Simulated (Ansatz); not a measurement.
A structure drawn as `N#C[Si](F)F`, with this starting geometry:

Cartesian coordinates in Å:
```
N -0.997 0.152 -2.122
C -0.574 0.103 -0.978
Si -0.014 0.035 0.836
F 0.410 -1.362 1.192
F 1.175 1.071 1.072
```

Total charge 0; spin multiplicity 2.

Task: Relax it with Ansatz at PBE-D4/def2-SVP and then PBE0-D4/def2-TZVP. Is the drawn bonding still there?

Result: Yes, every drawn bond is still there and no new one forms.

Task: Give the relaxed structure. (An estimate is asked.)

Result: Ansatz gave: 
```xyz
5

N     0.0089    2.0016    1.0340
C    -0.0448    1.0035    0.4603
Si   -0.2978   -0.4825   -0.5979
F     1.0973   -0.8579   -1.2372
F    -0.7637   -1.6647    0.3407
```
All modes are real.

Atoms count as bonded under 1.1 times the sum of their covalent radii (H–H under 0.85 Å, pairs among N, O and F under 1.55 Å), and a drawn bond as lost past 1.3 times.
